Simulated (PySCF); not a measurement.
SMILES CS/C=C\c1ccco1 (C7H8OS) (GFN2-xTB optimised geometry):

```
17

C      1.449    -3.528     0.011
S      1.161    -1.729     0.000
C     -0.583    -1.729     0.000
C     -1.339    -0.623     0.000
C     -0.820     0.712    -0.001
C     -1.465     1.928     0.006
C     -0.454     2.911     0.002
C      0.729     2.234    -0.006
O      0.518     0.909    -0.008
H      1.028    -3.974    -0.885
H      1.009    -3.965     0.903
H      2.524    -3.672     0.024
H     -1.027    -2.711     0.000
H     -2.415    -0.710     0.001
H     -2.524     2.088     0.012
H     -0.586     3.974     0.005
H      1.747     2.568    -0.012
```

Method: PBE/def2-SVP (PySCF).

Problem. What are the frontier orbital energies and the dipole moment?

Solution. HOMO-2 -6.76 eV, HOMO-1 -5.89 eV, HOMO -4.41 eV, LUMO -1.37 eV, LUMO+1 0.49 eV; dipole moment 1.08 D.

Meta-Löwdin charges at PBE/def2-SVP: C1 -0.36, S2 0.14, C3 -0.21, C4 -0.16, C5 0.15, C6 -0.18, C7 -0.17, C8 0.03, O9 -0.21, H10 0.12, H11 0.12, H12 0.13, H13 0.12, H14 0.12, H15 0.12, H16 0.12, H17 0.12.
